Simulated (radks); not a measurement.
Values are calculated unless marked as measured or tabulated.
S2+, 14 electrons, occupied as [Ne] 3s1 3p3 (not the ground configuration). Level of theory: non-relativistic Kohn-Sham, PBE, spin-polarised, spherical densities, point nucleus; open shells are filled with parallel spins first (a radial shooting solver on a logarithmic mesh with Libxc functionals).

Unscreened Slater integrals over Kohn-Sham orbitals (cm^-1). They are taken over the spin-up orbitals.

integral,value
"F0(3p,3p)",114540
"F2(3p,3p)",58693
"F0(3p,3s)",120010
"G1(3p,3s)",80442
"F0(3p,2p)",154820
"F2(3p,2p)",27361
"G0(3p,2p)",11192
"G2(3p,2p)",11144
"F0(3p,2s)",152930
"G1(3p,2s)",8610.9
"F0(3s,3s)",126400
"F0(3s,2p)",167120
"G1(3s,2p)",12879
"F0(3s,2s)",165590
"G0(3s,2s)",10293
"F0(2p,2p)",455230
"F2(2p,2p)",210660
"F0(2p,2s)",430310
"G1(2p,2s)",254780
"F0(2s,2s)",413880

Derived for the open shells (J is the average intra-shell exchange parameter used in DFT+U). 3p: J = F2/5 = 11740 cm^-1.
